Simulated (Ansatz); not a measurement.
Reaction (ligand exchange at a Ge–O bond): `N[C](=O)[GeH2][OH]` + HCl → `N[C](=O)[GeH2][Cl]` + H₂O

Computed with Ansatz on PBE0-D4/def2-TZVP structures; ΔE is electronic, products minus reactants. CCSD(T)/CBS is the MP2 limit (def2-TZVPP, def2-QZVPP) plus CCSD(T) − MP2 in def2-TZVPP, frozen cores. This one scheme is used for every species. DFT in def2-TZVPP. B3LYP here is the variant with VWN-RPA as its local correlation; programs differ in this. For Ge outer-core shells are correlated without core-valence functions, which leaves a few kJ/mol of doubt a bond. Scalar relativity is left out up to krypton. Each species was taken in one conformer, which may not be the lowest.

```csv
level,ΔE (eV)
B3LYP-D4,-0.59
PBE,-0.58
r2SCAN,-0.56
SCS-MP2/def2-QZVPP,-0.56
```

Q: What does CCSD(T)/CBS give? (Estimate.)

A: Ansatz gave: -0.57 eV. The listed levels differ from it by -0.02, -0.01, 0.01, 0.01 eV.

Largest T1 diagnostic among the species: 0.015.
